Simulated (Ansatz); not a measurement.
Geometry optimisation, RKS PBE0/def2-SVP (Ansatz 0.2.0).

Input file:

```yaml
crystal:
  periodic: [false, false, false]
  atoms:
    - { symbol: Ga, position_ang: [0.0, 0.0, 0.0] }
    - { symbol: H, position_ang: [0.0, 0.0, 1.92] }
    - { symbol: H, position_ang: [1.3596, 0.0, -0.785] }
    - { symbol: H, position_ang: [-1.3596, 0.0, -0.785] }
    - { symbol: O, position_ang: [0.0874, -1.9815, 0.659] }
    - { symbol: H, position_ang: [-0.4591, -2.5661, 0.0429] }
    - { symbol: H, position_ang: [0.0441, -1.0002, 1.8157] }
basis:
  gaussian: { orbitals: def2-SVP }
hamiltonian:
  xc: pbe0
relax:
  f_tol: 0.15
  max_steps: 25
  restrain:
    - { distance: [0, 4], at: 2.99, k: 30.0 }
    - { distance: [6, 1], at: 1.86, k: 30.0 }
    - { distance: [0, 1], at: 1.57, k: 30.0 }
    - { distance: [6, 4], at: 1.01, k: 30.0 }
```

Run as:

```bash
$ ansatz run input.yaml --threads 1 --pin off --max-ram 2048MiB --backend cpu --events-out ev --progress --plain --runs-dir out
```

Question: Where does it end, and by what steps?

Answer: The forces met the threshold. The restraints hold the end off the free minimum; the threshold counts their pulls, which the force column leaves out. Restrained pairs: Ga1–O5 (2.09 → 2.97 Å), H2–H7 (1.01 → 1.87 Å), Ga1–H2 (1.92 → 1.58 Å), O5–H7 (1.52 → 0.99 Å). After 9 steps the energy has fallen by 1.625 eV (the restraints' own energy left out); H6 moved furthest, 0.83 Å.

```tsv
step	energy less start (eV)	largest force component (eV/Å)	accepted
0	0.0000	3.249	yes
1	0.3486	3.023	yes
2	-0.2275	3.582	yes
3	-0.9747	2.039	yes
4	-1.2724	1.400	yes
5	-1.3162	2.171	yes
6	-1.5261	1.261	yes
7	-1.5934	1.034	yes
8	-1.6220	0.893	yes
9	-1.6251	0.965	yes
```

```xyz
7
Properties=species:S:1:pos:R:3
Ga 0.063 0.340 -0.101
H -0.024 0.141 1.460
H 1.446 0.656 -0.763
H -1.272 0.289 -0.927
O 0.150 -2.466 0.883
H -0.755 -2.786 0.790
H 0.065 -1.723 1.526
```

Run time: 39 s on 1 thread of AMD EPYC 7R43 64-Core Processor (Zen 3) (shared host), peak memory 0.14 GiB.
